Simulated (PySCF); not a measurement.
C5H4O2, SMILES C1OC(=C=C)OC=1. Geometry: TPSSh-D3(BJ)/def2-SVP. The structure was generated by enumeration, and PubChem lists no compound with its InChIKey, so it may never have been made.

Calculation: PySCF with TPSSh-D3(BJ)/def2-SVP.

Harmonic wavenumbers (cm⁻¹): 127, 160, 163, 534, 563, 571, 596, 598, 723, 812, 838, 911, 951, 1027, 1065, 1086, 1118, 1187, 1346, 1353, 1516, 1683, 2103, 3070, 3142, 3295, 3321. Rotational constants (GHz): 8.848, 1.930, 1.602; symmetry number 2.

### Question
Work out the zero-point energy and the ideal-gas rigid-rotor harmonic-oscillator thermochemistry at 298.15 K and 1 atm.

### Answer
ZPE = ½ Σ hcν = ½ × 33858 cm⁻¹ = 48.40 kcal/mol. H − E(el) = 52.85 kcal/mol. Entropy in cal/(mol K): translation 39.60, rotation 25.49, vibration 11.86, total 76.95. G − E(el) = 29.91 kcal/mol. Cp = 23.84 cal/(mol K). Modes under 150 cm⁻¹ make the vibrational entropy uncertain.
